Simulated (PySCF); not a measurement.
A side-by-side comparison of computed properties.

First species: Si(tBu)Cl3, C₄H₉Cl₃Si.
InChI=1S/C4H9Cl3Si/c1-4(2,3)8(5,6)7/h1-3H3

Second species: C₆H₁₂NP.
InChI=1S/C6H12NP/c7-8-3-1-6(5-8)2-4-8/h6-7H,1-5H2/t6-,8-

Levels: B3LYP/def2-SVPD for HOMO energy, LUMO energy, HOMO–LUMO gap and static isotropic polarisability; TDDFT B3LYP/def2-SVPD for lowest singlet excitation; TDA B3LYP/def2-SVPD for lowest triplet excitation (Tamm–Dancoff). Geometries: PBE0-D3(BJ)/def2-SVP. Each species is one conformer at its optimised geometry, gas phase, non-relativistic unless stated. Electronic properties by PySCF.

```
                                property  column X  column Y
                             HOMO energy  -5.92 eV  -8.37 eV
                             LUMO energy   0.11 eV  -0.52 eV
                           HOMO–LUMO gap   6.03 eV   7.85 eV
               lowest singlet excitation   5.32 eV   7.03 eV
lowest triplet excitation (Tamm–Dancoff)   5.19 eV   6.65 eV
         static isotropic polarisability   96.6 au  113.4 au
```

(1) Which column belongs to which species?

(2) How does each property change from the first species to the second?

## Answers

(1) Column X is the second species and column Y the first. The first has 17 atoms and 98 electrons, the second 20 and 70.

(2) HOMO energy +2.45 eV; LUMO energy +0.63 eV; HOMO–LUMO gap -1.82 eV; lowest singlet excitation -1.71 eV; lowest triplet excitation (Tamm–Dancoff) -1.46 eV; static isotropic polarisability -16.8 au.

On the first: The vertical singlet–triplet gap S1 − T1 is 0.38 eV (TDDFT singlet less Tamm–Dancoff triplet; S1: HOMO→LUMO, weight 0.98; T1: HOMO→LUMO, weight 0.93). In wavenumbers S1 is 56700 cm⁻¹ (1 eV = 8065.54 cm⁻¹).

On the second: S1 lies 0.71 eV below the HOMO–LUMO gap; its leading configuration is HOMO→LUMO, weight 0.92. No computed singlet falls in the visible range (750 to 380 nm, 1.65 to 3.26 eV); S1 lies 2.06 eV above its blue end.
